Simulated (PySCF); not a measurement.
# Multinuclear NMR of CH$_{11}$ClSi$_{4}$

Bonds (- single, = double, # triple, : aromatic): Si1-C2, C2-Si3, Si3-Si4, Si3-Si5, Si3-Cl6. Si1 carries H7, H8, H9; C2 carries H10, H11; Si4 carries H12, H13, H14; Si5 carries H15, H16, H17.

Method: NMR shieldings at PBE0/pcSseg-1/GIAO, geometry: GFN2-xTB, in PySCF (non-relativistic, one averaged value for each set of equivalent atoms, one computed conformer, in vacuum).

Task: What are the 29Si shifts?

Result: 
```
  atoms                    environment  σ (ppm)  δ (ppm)
    Si3  silicon bonded to C, Cl, 2 Si    333.9      5.5
    Si1       silicon bonded to C, 3 H    427.5    -71.4
Si4/Si5      silicon bonded to Si, 3 H    457.7    -96.2
```

Shieldings were converted by a linear fit to measured shifts: 29Si: δ = 279.94 − 0.822σ (rms 8.9 ppm, 72 shifts, 25.8 ppm with the 6 outliers that the fit left out vs TMS, solution or neat liquid). A few per cent of atoms miss by over 2 rms, more outside the fitted compound classes.

On a 400 MHz spectrometer 29Si resonates near 79.5 MHz, so 1 ppm is 79.5 Hz.
